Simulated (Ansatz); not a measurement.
This Ansatz (an electronic-structure program) input (PBE/aug-pcseg-3) gives -100.40237 Eh with 134 basis functions.

Ansatz 0.2 input:
```yaml
crystal:
  periodic: [false, false, false]
  atoms:
    - {symbol: F, position_ang: [1.05143407, -0.09994589, -0.03716250]}
    - {symbol: H, position_ang: [0.24329851, 0.37524470, 0.02036040]}
basis:
  gaussian:
    orbitals: aug-pcseg-3
hamiltonian:
  xc: {name: PBE}
magnetization: {spin_polarized: false}
```

Change:
```diff
- orbitals: aug-pcseg-3
+ orbitals: pcseg-2
```

### Question
What does the run give now?

### Answer
-100.39396 Eh (PBE/pcseg-2, 44 functions), a change of +8.41 mEh.
